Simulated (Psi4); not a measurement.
Calculation: SAPT0/jun-cc-pVDZ, frozen core (Psi4).

Psi4 input:

```
molecule {
0 1
F 1.18691691 -0.56355910 0.06742639
B 0.00010571 0.00001600 -0.00112685
F -1.08169165 -0.74751548 -0.03576766
F -0.10533097 1.31105857 -0.03053188
--
0 1
C 2.13169762 1.75429325 -2.09188622
Br 0.93143991 0.61053131 -3.13241182
H 1.54582459 2.58154006 -1.70724020
H 2.91310712 2.10270610 -2.75788800
H 2.54069951 1.15474929 -1.28640063
units angstrom
symmetry c1
no_reorient
no_com
}
set basis jun-cc-pvdz
set scf_type df
set freeze_core true
energy('sapt0')
```

Part of the output:

```
    SAPT Results
  --------------------------------------------------------------------------------------------------------
    Electrostatics                 -6.71900699 [mEh]      -4.21624054 [kcal/mol]     -17.64075042 [kJ/mol]
      Elst10,r                     -6.71900699 [mEh]      -4.21624054 [kcal/mol]     -17.64075042 [kJ/mol]

    Exchange                        8.88479324 [mEh]       5.57529193 [kcal/mol]      23.32702145 [kJ/mol]
      Exch10                        8.88479324 [mEh]       5.57529193 [kcal/mol]      23.32702145 [kJ/mol]
      Exch10(S^2)                   8.85724809 [mEh]       5.55800709 [kcal/mol]      23.25470166 [kJ/mol]

    Induction                      -1.40313964 [mEh]      -0.88048342 [kcal/mol]      -3.68394261 [kJ/mol]
      Ind20,r                      -5.62866579 [mEh]      -3.53204111 [kcal/mol]     -14.77806000 [kJ/mol]
      Exch-Ind20,r                  4.58309316 [mEh]       2.87593438 [kcal/mol]      12.03290943 [kJ/mol]
      delta HF,r (2)               -0.35756700 [mEh]      -0.22437668 [kcal/mol]      -0.93879204 [kJ/mol]

    Dispersion                     -3.51150247 [mEh]      -2.20350107 [kcal/mol]      -9.21944846 [kJ/mol]
      Disp20                       -4.05710739 [mEh]      -2.54587332 [kcal/mol]     -10.65193398 [kJ/mol]
      Exch-Disp20                   0.54560492 [mEh]       0.34237225 [kcal/mol]       1.43248551 [kJ/mol]
      Disp20 (SS)                  -2.02855369 [mEh]      -1.27293666 [kcal/mol]      -5.32596699 [kJ/mol]
      Disp20 (OS)                  -2.02855369 [mEh]      -1.27293666 [kcal/mol]      -5.32596699 [kJ/mol]
      Exch-Disp20 (SS)              0.31531171 [mEh]       0.19786109 [kcal/mol]       0.82785079 [kJ/mol]
      Exch-Disp20 (OS)              0.23029320 [mEh]       0.14451117 [kcal/mol]       0.60463472 [kJ/mol]

  Total HF                          0.76264662 [mEh]       0.47856798 [kcal/mol]       2.00232842 [kJ/mol]
  Total SAPT0                      -2.74885585 [mEh]      -1.72493309 [kcal/mol]      -7.21712004 [kJ/mol]
```
